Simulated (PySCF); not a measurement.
## Electron correlation in Ti¹⁸⁺ (titanium, charge +18)

[He] 2s2, closed-shell 1S. Computed with PySCF 2.14 in an even-tempered Gaussian basis (17 s from 3.8 bohr⁻², ratio 2.2; 8 p from 6 bohr⁻², ratio 2.4; 6 d from 18 bohr⁻², ratio 2.4; 5 f from 27 bohr⁻², ratio 2.4; 4 g from 40 bohr⁻², ratio 2.4), with the non-relativistic Hamiltonian (point nucleus). Frozen: nothing; 4 electrons correlated; the 8 highest virtual orbitals of each spin left out.

MP2 pair energies summed by pair of shells (mhartree):

```
 pair   energy  share (%)
2s-2s  -148.13       72.5
1s-1s   -41.22       20.2
1s-2s   -14.89        7.3
```

Total MP2 correlation energy: -204.24 mhartree.

Same-spin part -3.74 and opposite-spin part -200.50 mhartree; SCS-MP2 scales them by 1/3 and 6/5 to -241.85 mhartree.

MP2 falls well short for the outer s pair, which is nearly degenerate with np².
